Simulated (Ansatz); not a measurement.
Ideal-gas functions of CH₄S₂Si (`C1[SiH2]SS1`) at 400 K and 1 bar, from an Ansatz frequency run at PBE0-D4/def2-TZVP.

Molar mass 108.26 g/mol, point group C1 (symmetry number 1), electronic degeneracy 1, moments of inertia 106.985, 124.231, 213.843 u Å². Harmonic wavenumbers (cm⁻¹, unscaled): 118, 310, 484, 513, 544, 616, 691, 718, 781, 839, 949, 1036, 1106, 1421, 2221, 2233, 3083, 3156.

Use S(trans) = R[1.5 ln M + 2.5 ln T − 1.1517]; rotational temperatures θ = 24.2544 K / I; S(rot) = R[ln(√π/σ · √(T³/θAθBθC)) + 1.5]; for each mode x = 1.438777 ν̃/T, S = R[x/(eˣ − 1) − ln(1 − e⁻ˣ)] and H = RT x/(eˣ − 1); 1 cm⁻¹ = 0.0119627 kJ/mol; R = 8.31446 J/(mol·K).

**Question.** By hand: the entropy, in J/(mol·K).

**Answer.** Translation 173.4. Rotation: θ = 0.2267, 0.1952, 0.1134 K, giving 114.0. Vibration, mode by mode: 15.50, 7.83, 4.68, 4.31, 3.94, 3.22, 2.60, 2.41, 2.01, 1.71, 1.24, 0.97, 0.79, 0.31, 0.03, 0.02, 0.00, 0.00, in all 51.6. Electronic 0.0. Sum 339.0 J/(mol·K).

**Question.** By hand: H − E and G − E in kJ/mol, counted from the electronic energy.

**Answer.** Zero-point energy ½ × 20819 × 0.0119627 = 124.5; thermal vibration 12.5; translation, rotation and pV give 4 RT = 13.3. H − E = 150.3 kJ/mol, and G − E = 150.3 − 400 × 339.0/1000 = 14.7 kJ/mol.

Vibration gives 15 % of the entropy, 15.5 J/(mol·K) of it from the mode under 150 cm⁻¹: soft modes count most, and the harmonic formula is weakest for them. The sum counts one conformer and one mirror image; others add a mixing term.
